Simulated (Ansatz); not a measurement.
Energy needed to pull apart C2H4Se (SMILES CC=[Se]), closed shell, into free ground-state atoms, from the structure below (displaced at random from a GFN2-xTB minimum); no zero-point or spin–orbit terms; open-shell atoms are treated unrestricted, in their ground-state multiplicity.

C1  (-0.465, 0.496, 0.060)
C2  (0.536, -0.626, -0.158)
Se3  (1.652, -1.238, 1.044)
H4  (-1.484, 0.114, -0.168)
H5  (-0.231, 1.312, -0.697)
H6  (-0.319, 0.903, 1.143)
H7  (0.490, -0.968, -1.166)
(Å)

Program: Ansatz 0.2.0. Basis: def2-TZVPP. Cores are frozen in the correlated methods. Filled d shells of the heavier atoms are correlated. The def2 sets are not built for correlating such inner shells, so the correlated values are less sure here.

```
    method  atomization energy (eV)
    PBE-D4                    26.81
 r2SCAN-D4                        ?
   PBE0-D4                        ?
r2SCANh-D4                    25.99
r2SCAN0-D4                    25.72
   wB97M-V                    26.00
        HF                    18.63
       MP2                    25.80
      CCSD                    25.01
   CCSD(T)                    25.50
```

(1) What does r2SCAN-D4 give? (Judge from chemistry; the value comes from the calculation.)

(2) What does PBE0-D4 give? (Judge from chemistry; the value comes from the calculation.)

No T1 diagnostic of these runs exceeds 0.016. The restricted Hartree–Fock reference is unstable towards an unrestricted one here.

Answers

(1) Computed: 26.18 eV, which is about 0.68 eV more than CCSD(T)/def2-TZVPP.

(2) The calculation gives: 26.22 eV, which is about 0.72 eV more than CCSD(T)/def2-TZVPP.

In triple zeta the MP2 and coupled-cluster atomization energies are still short of their basis limit by a few kcal/mol a bond, whereas those of the functionals are nearly converged, so these differences are not deviations from converged CCSD(T).

For scale, one of the runs: CCSD(T)/def2-TZVPP forces, 166 basis functions (an equivalent command: `ansatz run in.yaml --threads 4`). Hardware: 4 CPU threads, shared host. Wall time 2.5 min; peak host memory 2.5 GiB.
